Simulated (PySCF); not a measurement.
Computed XPS line lists of a few unrelated compounds.

Level of theory: PySCF, delta-SCF UKS SCAN, pcX-2 on the ionised atom, pcseg-1 elsewhere, spin-free X2C. Geometries: PBE0-D3(BJ)/def2-SVP; isolated species, one conformer each.

Line lists (1s up to Mg, 2p3/2 beyond, nothing for Ge; areas count atoms within a level, one atom standing for each set equivalent by bonding):
1. C 1s: 299.31 eV; N 1s: 406.92 eV; F 1s: 694.27 eV
2. C 1s: 291.34 (area 1), 292.23 (area 1) eV; N 1s: 404.71 eV
3. C 1s: 286.34 eV; O 1s: 531.50 eV; Si 2p3/2: 102.22 eV

Structures:
A. `C[SiH2][O][GeH2-]`
B. `NC(F)(F)F`
C. `[H]/N=C\C`

Problem. Which list belongs to which compound?

Solution. 
- 1 = B: no other candidate has this set of levels. C 1s: 299.31 CF3 carbon; N 1s: 406.92 primary amine nitrogen; F 1s: 694.27 fluorine of a CF3 group (×3).
- 2 = C: no other candidate has this set of levels. C 1s: 291.34 methyl carbon, 292.23 imine carbon; N 1s: 404.71 imine nitrogen.
- 3 = A: no other candidate has this set of levels. C 1s: 286.34 Si-methyl carbon; O 1s: 531.50 oxygen bonded to Ge and Si; Si 2p3/2: 102.22 oxygen-bound silicon.

Spin–orbit coupling isn't in the SCF: each 2p doublet comes from a relaxed spin-free hole plus a matrix of the shell (mean-field spin–orbit coupling and the ground-state 2p splitting), with 2p3/2 averaged over its two sublevels. 1 of these hole states is spin-contaminated (⟨S²⟩ 0.87, against 0.75; counted from 0.85) and less certain.
